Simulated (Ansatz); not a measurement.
**From C to Sn: the vertical ionisation energy**

One atom is swapped for its congeners: C3H4 `C#CC`; C2H4Si (ethynylsilane) `C#C[SiH3]`; C2H4Ge `C#[C][GeH3]`; C2H4Sn `C#[C][SnH3]`. All are singlets with charge 0.

Shapes, held fixed at every level: PBE0-D4/def2-TZVP. Programs: Ansatz 0.2.0. Values in eV.

| level | C3H4 | C2H4Si | C2H4Ge | C2H4Sn |
| --- | --- | --- | --- | --- |
| HF/def2-TZVPP | 8.99 | 9.46 | 9.28 | 9.11 |
| PBE-D4/def2-TZVPP | 10.25 | 10.45 | 10.29 | 10.05 |
| PBE0-D4/def2-TZVPP | 10.25 | 10.62 | 10.45 | 10.26 |
| wB97M-V/def2-TZVPP | 10.29 | 10.73 | 10.56 | 10.41 |
| B2PLYP/def2-TZVPP | 10.39 | 10.82 | 10.63 | 10.47 |
| CCSD(T)/def2-TZVPP | 10.51 | 10.94 | 10.76 | 10.58 |

At CCSD(T)/def2-TZVPP the vertical ionisation energy isn't monotonic: it is largest for Si and smallest for C (10.94 and 10.51 eV). 5 of 6 levels show this order throughout; 5 agree on the largest and the smallest. For atoms past krypton def2 sets carry core potentials with scalar relativity. Relativity is left out for Ge unless named. Correlated rows may include outer-core shells of Ge, Sn, which these sets cover unevenly.
